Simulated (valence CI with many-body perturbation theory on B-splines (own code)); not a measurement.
# A CI+MBPT run for Ir54+

Computed by relativistic CI+MBPT: five valence electrons over a frozen Dirac-Fock core [Ar], radial functions for each j: 7 s, 7 p, 8 d, 6 f, 4 g, 1 h, with the one-electron correlation potential Σ1 (screened to all orders), the two-electron term Σ2, the three-electron term Σ3, Breit, model QED; selected single and double excitations, second order for the rest, scaled by the run's own slope (own B-spline code, finite nucleus).

Command, and the settings that its task file holds:

```sh
python run_cv.py task.json out
```

```
atom Ir  Z=77  mass_number=193  rms_radius_fm=5.4032
core [Ar]
valence 3d5
avg = 1
basis = M
beyond = 1
breit = 1
cap = 32000
capref = 2200
cscale = 1
de = 0.0
dress = 0
eps = 2e-08
extrap = 1
h = 0.27
hh = 1
l2 = 3
lcore = 6
maxit = 60
n2 = 5
natural = 1
nlev = 190
nno = [4, 4, 5, 4, 3, 1]
nroot = 40
nsp = [3, 3, 3, 2, 1, 0]
pt2 = 1
qed = 1
rpa = 1
s1 = 1
s2 = 1
s3 = 1
screen = 1
tol = 2e-05
whole = 1
```

(1) Roughly how long does this run take on one core of Intel(R) Xeon(R) Processor @ 2.30GHz, and how much memory?

Log. The first blocks belong to the next ion, which gives the ionisation energy. Fields: 2J, parity (1 odd), roots, reference size, generating configurations, candidates as configurations/state functions, variational space P, stored matrix elements, Davidson steps; e2 is the range of second-order energies in hartree. The first line gives the box (bohr), its intervals, the orbitals and the steps of their self-consistent field. Window is the range of levels sought, series limit the energy at which the first omitted orbital would enter, core excitation an estimate of the first excitation out of the core, left out the lowest levels not solved, and shifts from estimates the range by which levels moved from their first estimate, all in cm⁻¹.

```
rmax 2.1 intervals 55 orbitals 59 references ['3d5', '3d4 4s', '3d4 4p'] scf 4 t 0.7
2J=0 par=0 roots 2 ref 17 generators 4 cand 2409/4463 P 1530/2834 nnz 1.6e+06 it 4
2J=0 par=0 roots 2 ref 17 generators 4 cand 892/1646 P 1937/3641 nnz 2.6e+06 it 3
   second order: generators 7 cand 3695/9396 e2 -0.00002 -0.00001
reference levels 1767, estimated 37, window 2847076 1/cm; series limit 32364223, core excitation 2648801
2J=5 par=0 roots 10 ref 152 generators 5 cand 3258/42460 P 449/6365 nnz 8.9e+06 it 5
2J=5 par=0 roots 10 ref 152 generators 5 cand 3022/38727 P 2012/27187 nnz 1.4e+08 it 7
   second order: generators 7 cand 5635/167154 e2 -0.00067 -0.00034
2J=7 par=0 roots 7 ref 137 generators 3 cand 3250/44985 P 358/6395 nnz 1e+07 it 5
2J=7 par=0 roots 7 ref 137 generators 3 cand 3059/41213 P 1545/24887 nnz 1.3e+08 it 6
   second order: generators 3 cand 1872/22721 e2 -0.00100 -0.00075
2J=11 par=0 roots 3 ref 67 generators 3 cand 2927/33703 P 486/6375 nnz 1e+07 it 4
2J=11 par=0 roots 3 ref 67 generators 3 cand 2654/29879 P 2059/25240 nnz 1.3e+08 it 5
   second order: generators 3 cand 1081/11014 e2 -0.00019 -0.00016
2J=3 par=0 roots 7 ref 127 generators 3 cand 3218/32812 P 492/6399 nnz 9.8e+06 it 5
2J=3 par=0 roots 7 ref 127 generators 3 cand 2949/29028 P 2301/25796 nnz 1.3e+08 it 7
   second order: generators 7 cand 6941/176556 e2 -0.00016 -0.00013
2J=9 par=0 roots 5 ref 107 generators 3 cand 3139/41429 P 396/6386 nnz 1e+07 it 4
2J=9 par=0 roots 5 ref 107 generators 3 cand 2923/37637 P 1666/25070 nnz 1.3e+08 it 5
   second order: generators 3 cand 1653/18953 e2 -0.00080 -0.00043
2J=1 par=0 roots 4 ref 74 generators 3 cand 2956/16974 P 885/6400 nnz 9.3e+06 it 5
2J=1 par=0 roots 4 ref 74 generators 3 cand 2417/13139 P 2826/17686 nnz 6e+07 it 7
   second order: generators 3 cand 476/1853 e2 -0.00001 -0.00001
2J=13 par=0 roots 1 ref 35 generators 1 cand 2251/23668 P 532/6390 nnz 1.2e+07 it 4
2J=13 par=0 roots 1 ref 35 generators 1 cand 1954/19808 P 1773/19661 nnz 9.3e+07 it 5
   second order: generators 1 cand 713/6537 e2 -0.00003 -0.00003
left out: unestimated 16234649, estimated none, shifts from estimates -447 to 438
operators 1.7
```

The Davidson iterations converged.

No measured spectrum was set against this ion. As an estimate, large intervals hold to a few tenths of a per cent, small ones and those within an open d or f shell to about a per cent. Excitations out of the core, of the other parity, are not computed and may begin above about 263 eV (a cautious bound); beyond it only levels of the ground parity were kept, without lifetimes. Only levels of the ground parity were solved; by the run's estimate the other parity begins above the list, which can be wrong where configurations are misplaced.

```
Valence energy                            : -1028.354 hartree
Ionisation energy                         : 5229.5 eV (NIST: 5229 ± 5 eV (theoretical))
Reference configurations for the orbitals : 3d5, 3d4 4s, 3d4 4p
Radial orbitals                           : 59
Box radius                                : 2.084 bohr
Largest variational space                 : 27187
Lowest levels                             : (3d3/2^4 3d5/2) J=5/2 0, (3d3/2^3 3d5/2^2) J=5/2 [a] 585610, (3d3/2^3 3d5/2^2) J=7/2 [a] 682840, (3d3/2^3 3d5/2^2) J=11/2 692370, (3d3/2^3 3d5/2^2) J=3/2 [a] 699960, (3d3/2^3 3d5/2^2) J=9/2 741580, (3d3/2^3 3d5/2^2) J=5/2 [b] 774950, (3d3/2^3 3d5/2^2) J=1/2 809510, (3d3/2^3 3d5/2^2) J=7/2 [b] 811890, (3d3/2^3 3d5/2^2) J=3/2 [b] 962560, (3d3/2^2 3d5/2^3) J=5/2 [a] 1258900, (3d3/2^2 3d5/2^3) J=7/2 [a] 1333600, (3d3/2^2 3d5/2^3) J=11/2 1335500, (3d3/2^2 3d5/2^3) J=9/2 [a] 1353100 cm⁻¹
```

Levels are named by their leading jj configuration (3d3/2^4 stands for four electrons in 3d with j = 3/2), which in mixed levels can hold well under half, so a name can repeat and another be missing. Letters in brackets count levels of one name in rising energy.

## Answers

(1) 50 s on 1 thread of Intel(R) Xeon(R) Processor @ 2.30GHz, on a shared host, peak memory 1.2 GiB.
